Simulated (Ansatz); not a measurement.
`C=C=C(F)N[SiH3]` at its PBE0-D4/def2-TZVP geometry, where that method's forces vanish. Total charge 0; spin multiplicity 1.

```xyz
12

C    -1.4105   -0.0894   -1.8612
C    -0.2206   -0.0269   -1.3399
C     0.9546   -0.0036   -0.7685
F     2.0681   -0.2345   -1.4906
N     1.2222    0.1943    0.5655
Si    0.0344   -0.0339    1.8114
H    -1.8582    0.7623   -2.3693
H    -2.0088   -0.9974   -1.8175
H     2.0541    0.7386    0.7431
H    -1.0789    0.9500    1.7546
H    -0.5267   -1.3996    1.6841
H     0.7703    0.1402    3.0882
```

What forces (eV/Å) does r2SCAN-D4/def2-TZVPP give on these atoms in the Gaussian-basis code of Ansatz? (An estimate is asked.)

The calculation gave: 
```
C1  -0.095 -0.011 -0.045
C2  -0.049  0.008 -0.039
C3  -0.240  0.054  0.127
F4   0.360 -0.063 -0.214
N5   0.056 -0.013  0.146
Si6 -0.039 -0.007  0.059
H7  -0.016 -0.005 -0.015
H8  -0.026  0.002 -0.001
H9   0.048  0.029  0.006
H10  0.015 -0.021  0.004
H11  0.009  0.030  0.001
H12 -0.022 -0.004 -0.028
```
